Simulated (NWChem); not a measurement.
Everything below was run with NWChem. System: stibine (H$_{3}$Sb), charge 0, spin multiplicity 1, at a geometry optimised with B3LYP/def2-SVP with def2 effective core potentials on Sb. Level: CCSD(T)/def2-TZVP with def2 effective core potentials on Sb, 4 core orbitals frozen.

Input file:

```
start mol
memory heap 100 mb stack 700 mb global 1900 mb
geometry units angstroms nocenter noautoz
  Sb     0.000552     0.054131     0.000000
  H     -0.720255    -0.912955     1.231318
  H     -0.720255    -0.912955    -1.231318
  H      1.412339    -0.934769     0.000000
  symmetry group Cs
end
basis spherical
  * library def2-tzvp
end
ecp
  Sb library def2-ecp
end
scf
  rhf
  nopen 0
  maxiter 100
  thresh 1e-7
  semidirect memsize 60000000 filesize 0
end
tce
  freeze core 4
  ccsd(t)
  2eorb
  2emet 13
  thresh 1e-6
  maxiter 100
  tilesize 24
end
task tce energy
```

Part of the output:

```
             Northwest Computational Chemistry Package (NWChem) 7.3.0
             --------------------------------------------------------

                                NWChem Input Module
                                -------------------

 Scaling coordinates for geometry "geometry" by  1.889725989
 (inverse scale =  0.529177249)

 Turning off AUTOSYM since
 SYMMETRY directive was detected!

                             Geometry "geometry" -> ""
                             -------------------------

 Output coordinates in angstroms (scale by  1.889725989 to convert to a.u.)

  No.       Tag          Charge          X              Y              Z
 ---- ---------------- ---------- -------------- -------------- --------------
    1 Sb                  51.0000     0.00055200     0.05413100     0.00000000
    2 H                    1.0000    -0.72025500    -0.91295500     1.23131800
    3 H                    1.0000    -0.72025500    -0.91295500    -1.23131800
    4 H                    1.0000     1.41233900    -0.93476900     0.00000000

 Effective nuclear repulsion energy (a.u.)      47.6169136943

            Nuclear Dipole moment (a.u.)
            ----------------------------
        X                 Y               Z
 ---------------- ---------------- ----------------
    -0.0000359048     0.0000037795     0.0000000000

      Symmetry information
      --------------------

 Group name             Cs
 Group number              2
 Group order               2
 No. of unique centers     3

      Symmetry unique atoms

     1    2    4


 Summary of "ao basis" -> "" (spherical)
 ------------------------------------------------------------------------------
       Tag                 Description            Shells   Functions and Types
 ---------------- ------------------------------  ------  ---------------------
 *                         def2-tzvp                  on all atoms

 Summary of "ao basis" -> "ao basis" (spherical)
 ------------------------------------------------------------------------------
       Tag                 Description            Shells   Functions and Types
 ---------------- ------------------------------  ------  ---------------------
 Sb                        def2-tzvp                16       50   6s5p3d2f
 H                         def2-tzvp                 4        6   3s1p

                                 NWChem SCF Module
                                 -----------------

  ao basis        = "ao basis"
  functions       =    68
  atoms           =     4
  closed shells   =    13
  open shells     =     0
  charge          =   0.00
  wavefunction    = RHF
  use symmetry    = T
  symmetry adapt  = T

 Summary of "ao basis" -> "ao basis" (spherical)
 ------------------------------------------------------------------------------
       Tag                 Description            Shells   Functions and Types
 ---------------- ------------------------------  ------  ---------------------
 Sb                        def2-tzvp                16       50   6s5p3d2f
 H                         def2-tzvp                 4        6   3s1p

      Symmetry analysis of basis
      --------------------------

        a'         44
        a"         24

 Forming initial guess at       0.1s

      Superposition of Atomic Density Guess
      -------------------------------------

 Sum of atomic energies:        -279.13307613

      Non-variational initial energy
      ------------------------------

 Total energy =    -240.744622
 1-e energy   =    -464.179905
 2-e energy   =     201.607064
 HOMO         =      -0.287946
 LUMO         =       0.041374

      Symmetry analysis of molecular orbitals - initial
      -------------------------------------------------

  Numbering of irreducible representations:

     1 a'          2 a"

  Orbital symmetries:

     1 a'          2 a"          3 a'          4 a'          5 a"
     6 a'          7 a'          8 a"          9 a'         10 a'
    11 a"         12 a'         13 a'         14 a'         15 a"
    16 a'         17 a'         18 a"         19 a'         20 a'
    21 a"         22 a'         23 a'

 Starting SCF solution at       0.6s

 ----------------------------------------------
         Quadratically convergent ROHF

 Convergence threshold     :          1.000E-07
 Maximum no. of iterations :          100
 Final Fock-matrix accuracy:          1.000E-09
 ----------------------------------------------

              iter       energy          gnorm     gmax       time
             ----- ------------------- --------- --------- --------
                 1     -240.9667231290  2.82D-01  9.66D-02      0.7
                 2     -240.9792430820  2.13D-02  7.65D-03      0.7
                 3     -240.9793115938  2.89D-04  8.71D-05      0.8
                 4     -240.9793116001  4.47D-08  1.24D-08      0.9

       Final RHF  results
       ------------------

         Total SCF energy =   -240.979311600150
      One-electron energy =   -464.788099982930
      Two-electron energy =    201.980569960622
 Nuclear repulsion energy =     21.828218422158

        Time for solution =      0.3s

       Symmetry analysis of molecular orbitals - final
       -----------------------------------------------

  Numbering of irreducible representations:

     1 a'          2 a"

  Orbital symmetries:

     1 a'          2 a'          3 a"          4 a'          5 a"
     6 a'          7 a"          8 a'          9 a'         10 a'
    11 a"         12 a'         13 a'         14 a'         15 a"
    16 a'         17 a'         18 a'         19 a"         20 a"
    21 a'         22 a'         23 a'

             Final eigenvalues
             -----------------

              1
    1   -6.5214
    2   -4.5916
    3   -4.5916
    4   -4.5865
    5   -1.6234
    6   -1.6234
    7   -1.6174
    8   -1.6174
    9   -1.6136
   10   -0.7466
   11   -0.4596
   12   -0.4596
   13   -0.3613
   14    0.0913
   15    0.0913
   16    0.1333
   17    0.2043
   18    0.2061
   19    0.2061
   20    0.3042
   21    0.3042
   22    0.3068
   23    0.4072

                       ROHF Final Molecular Orbital Analysis
                       -------------------------------------

 Vector   11  Occ=2.000000D+00  E=-4.595819D-01  Symmetry=a"
              MO Center= -4.8D-01, -5.9D-01, -4.0D-11, r^2= 2.4D+00
   Bfn.  Coefficient  Atom+Function         Bfn.  Coefficient  Atom+Function
  ----- ------------  ---------------      ----- ------------  ---------------
    18     -0.288086  1 Sb pz                12      0.269694  1 Sb pz
    52     -0.232558  2 H  s                 58      0.232558  3 H  s
    15     -0.228374  1 Sb pz

 Vector   12  Occ=2.000000D+00  E=-4.595763D-01  Symmetry=a'
              MO Center=  4.7D-01, -6.0D-01,  6.5D-11, r^2= 2.4D+00
   Bfn.  Coefficient  Atom+Function         Bfn.  Coefficient  Atom+Function
  ----- ------------  ---------------      ----- ------------  ---------------
    16     -0.288074  1 Sb px                10      0.269677  1 Sb px
    64     -0.268535  4 H  s                 13     -0.228359  1 Sb px
    65     -0.165975  4 H  s

 Vector   13  Occ=2.000000D+00  E=-3.613328D-01  Symmetry=a'
              MO Center=  2.8D-03,  2.8D-01,  7.0D-16, r^2= 2.6D+00
   Bfn.  Coefficient  Atom+Function         Bfn.  Coefficient  Atom+Function
  ----- ------------  ---------------      ----- ------------  ---------------
    17      0.386729  1 Sb py                 6      0.357149  1 Sb s
     5      0.340344  1 Sb s                 11     -0.321676  1 Sb py
    14      0.278989  1 Sb py                 3     -0.217363  1 Sb s
     2      0.202638  1 Sb s                  4     -0.166207  1 Sb s
    20      0.166944  1 Sb py

 Vector   14  Occ=0.000000D+00  E= 9.130537D-02  Symmetry=a'
              MO Center= -2.0D-01,  2.9D-01,  3.7D-10, r^2= 5.8D+00
   Bfn.  Coefficient  Atom+Function         Bfn.  Coefficient  Atom+Function
  ----- ------------  ---------------      ----- ------------  ---------------
    19      1.279592  1 Sb px                65     -1.058623  4 H  s
    53      0.529263  2 H  s                 59      0.529263  3 H  s
    13      0.171584  1 Sb px                10     -0.169103  1 Sb px

 Vector   15  Occ=0.000000D+00  E= 9.130818D-02  Symmetry=a"
              MO Center=  2.0D-01,  2.8D-01, -8.4D-11, r^2= 5.8D+00
   Bfn.  Coefficient  Atom+Function         Bfn.  Coefficient  Atom+Function
  ----- ------------  ---------------      ----- ------------  ---------------
    21      1.279703  1 Sb pz                53     -0.916790  2 H  s
    59      0.916790  3 H  s                 15      0.171588  1 Sb pz
    12     -0.169105  1 Sb pz

 Vector   16  Occ=0.000000D+00  E= 1.332546D-01  Symmetry=a'
              MO Center=  4.4D-03,  4.3D-01, -1.6D-15, r^2= 7.2D+00
   Bfn.  Coefficient  Atom+Function         Bfn.  Coefficient  Atom+Function
  ----- ------------  ---------------      ----- ------------  ---------------
     6      1.945508  1 Sb s                 20     -1.461214  1 Sb py
    53     -1.222428  2 H  s                 59     -1.222428  3 H  s
    65     -1.222344  4 H  s                  3     -0.270048  1 Sb s
     2      0.240480  1 Sb s                  5      0.218062  1 Sb s
     4     -0.169013  1 Sb s

 center of mass
 --------------
 x =   0.00058475 y =   0.05737102 z =   0.00000000

 moments of inertia (a.u.)
 ------------------
          20.914683915125           0.009575095381           0.000000000000
           0.009575095381          21.826358963921           0.000000000000
           0.000000000000           0.000000000000          20.914585758082

  Mulliken analysis of the total density
  --------------------------------------

    Atom       Charge   Shell Charges
 -----------   ------   -------------------------------------------------------
    1 Sb  23    22.88   0.15 -0.65  1.56  0.94  1.00  0.75 -0.47  6.43  0.91  1.62  0.44  9.04  0.97  0.16  0.02  0.00
    2 H    1     1.04   0.22  0.56  0.25  0.01
    3 H    1     1.04   0.22  0.56  0.25  0.01
    4 H    1     1.04   0.22  0.56  0.25  0.01

       Multipole analysis of the density wrt the origin
       ------------------------------------------------

     L   x y z        total         open         nuclear
     -   - - -        -----         ----         -------
     0   0 0 0     -0.000000      0.000000     26.000000

     1   1 0 0      0.001696      0.000000     -0.029244
     1   0 1 0      0.168888      0.000000     -2.864193
     1   0 0 1     -0.000000      0.000000      0.000000

     2   2 0 0    -21.022285      0.000000     10.828335
     2   1 1 0     -0.019931      0.000000     -0.015722
     2   1 0 1      0.000000      0.000000      0.000000
     2   0 2 0    -22.974136      0.000000      9.313909
     2   0 1 1      0.000000      0.000000      0.000000
     2   0 0 2    -21.022037      0.000000     10.828496

                   NWChem Extensible Many-Electron Theory Module
                   ---------------------------------------------


            General Information
            -------------------
      Number of processors :     1
         Wavefunction type : Restricted Hartree-Fock
          No. of electrons :    26
           Alpha electrons :    13
            Beta electrons :    13
           No. of orbitals :   136
            Alpha orbitals :    68
             Beta orbitals :    68
        Alpha frozen cores :     4
         Beta frozen cores :     4
     Alpha frozen virtuals :     0
      Beta frozen virtuals :     0
         Spin multiplicity : singlet
    Number of AO functions :    68
       Number of AO shells :    28
        Use of symmetry is : on
      Symmetry adaption is : on
         Schwarz screening : 0.10D-09

          Correlation Information
          -----------------------
          Calculation type : Coupled-cluster singles & doubles w/ perturbation
   Perturbative correction : (T)
            Max iterations :      100
        Residual threshold : 0.10D-05
     T(0) DIIS level shift : 0.00D+00
     L(0) DIIS level shift : 0.00D+00
     T(1) DIIS level shift : 0.00D+00
     L(1) DIIS level shift : 0.00D+00
     T(R) DIIS level shift : 0.00D+00
     T(I) DIIS level shift : 0.00D+00
   CC-T/L Amplitude update :  5-th order DIIS
                I/O scheme : Global Array Library
        L-threshold :  0.10D-05
        EOM-threshold :  0.10D-05
 no EOMCCSD initial starts read in
 TCE RESTART OPTIONS
 SLICE:      F
 D4D5:       F
 quantumc:   F
 qrotation:  F
 pwtce:      F
 qducc:      F
 nacto:                         0
 nrotv:                         0
 nrot:                          0

            Memory Information
            ------------------
          Available GA space size is     249032176 doubles
          Available MA space size is     104841004 doubles

 Maximum block size supplied by input
 Maximum block size        24 doubles

 tile_dim =     20

 -------------------------------------------------
   1    alpha     a'     6 doubles       0       1
   2    alpha     a"     3 doubles       6       2
   3    beta      a'     6 doubles       9       1
   4    beta      a"     3 doubles      15       2
   5    alpha     a'    17 doubles      18       5
   6    alpha     a'    18 doubles      35       6
   7    alpha     a"    20 doubles      53       7
   8    beta      a'    17 doubles      73       5
   9    beta      a'    18 doubles      90       6
  10    beta      a"    20 doubles     108       7

 Global array virtual files algorithm will be used

 Parallel file system coherency ......... OK

 4-electron integrals stored in orbital form

 v2    file size   =          2146912
 4-index algorithm nr.  13 is used
 imaxsize =       30
 imaxsize ichop =        0


CCSD iterations
 ---------------------------------------------------------
 Iter          Residuum       Correlation     Cpu    Wall
 ---------------------------------------------------------
    1   0.1331928141881  -0.3559571311505     0.3     0.3
    2   0.0349091852571  -0.3589291688837     0.3     0.3
    3   0.0128381115300  -0.3655644371471     0.3     0.3
    4   0.0057925335123  -0.3668289297195     0.3     0.3
    5   0.0027734226196  -0.3674696604119     0.3     0.3
    6   0.0006236362837  -0.3678897486754     0.3     0.3
    7   0.0003547107793  -0.3679192076278     0.3     0.3
    8   0.0001661308636  -0.3679312618158     0.3     0.3
    9   0.0001034435129  -0.3679336674256     0.3     0.3
   10   0.0000587802769  -0.3679370783577     0.3     0.3
   11   0.0000059034109  -0.3679413294496     0.4     0.4
   12   0.0000020085077  -0.3679416605068     0.3     0.3
   13   0.0000010210393  -0.3679417618523     0.3     0.3
   14   0.0000005158988  -0.3679417851931     0.3     0.3
 -----------------------------------------------------------------
 Iterations converged
 CCSD correlation energy / hartree =        -0.367941785193103
 CCSD total energy / hartree       =      -241.347253385343009

 Singles contributions

 Doubles contributions
 CCSD(T)
 Using plain CCSD(T) code
             total no. of tasks           74
 total no. of tasks / no. procs           74
                         wl_min       156060           7.3
                         wl_max      1555200          10.8
        thresh for no. of tasks           74

 CCSD[T]  correction energy / hartree =        -0.009982873270939
 CCSD[T] correlation energy / hartree =        -0.377924658464042
 CCSD[T] total energy / hartree       =      -241.357236258613938
 CCSD(T)  correction energy / hartree =        -0.009238713899488
 CCSD(T) correlation energy / hartree =        -0.377180499092591
 CCSD(T) total energy / hartree       =      -241.356492099242502

 Task  times  cpu:       18.4s     wall:       18.4s

 Total times  cpu:       18.4s     wall:       18.4s
```
